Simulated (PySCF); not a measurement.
H5NSeSi: core ionisation energies

H5NSeSi.
SMILES with atom numbers: `[NH2:1][SiH2:2][SeH:3]`

Geometry (PBE0-D3(BJ)/def2-SVP, Å), atoms numbered from 1 in this order:
```xyz
8
H5NSeSi angstrom
N     -1.0016   -0.6174    0.2841
Si     0.1635    0.5604   -0.1772
Se     1.9716   -0.4337   -1.1509
H     -1.6109   -0.4593    1.0776
H     -1.3978   -1.2673   -0.3844
H     -0.2326    1.5445   -1.2345
H      0.5037    1.3032    1.0713
H      2.2083   -1.3210   -0.0014
```

Theory: PySCF, delta-SCF UKS SCAN, pcX-2 on the ionised atom, pcseg-1 elsewhere, spin-free X2C. Vertical ΔSCF values, vacuum level as zero.

Give the core binding energies atom by atom.

| atom(s) | environment | level | binding energy (eV) | 2p1/2 (eV) | count |
| --- | --- | --- | --- | --- | --- |
| N1 | silicon-bound nitrogen | N 1s | 404.86 | – | 1 |
| Si2 | SiH2 silicon | Si 2p3/2 | 107.26 | 107.88 | 1 |
| Si2 | SiH2 silicon | Si 1s | 1847.19 | – | 1 |

What is the longest wavelength that can ionise N 1s of N1 vertically?

λ = hc/E = 12398.42 eV Å / 404.86 eV = 30.624 Å.

The 2p values aren't plain energy differences: one relaxed spin-free 2p hole is combined with a matrix within the shell (ground-state 2p orbital-energy differences and spin–orbit coupling). 2p3/2, the mean of its two sublevels, lies a third of the splitting below the shell's mean and 2p1/2 two thirds above it; the statistical areas are 2:1. 2p1/2 minus 2p3/2 (ligand field included): Si 0.62 eV. No level of selenium is listed. The structure is a single PBE0-D3(BJ)/def2-SVP conformer in the gas phase; no vibrational or solvent corrections.
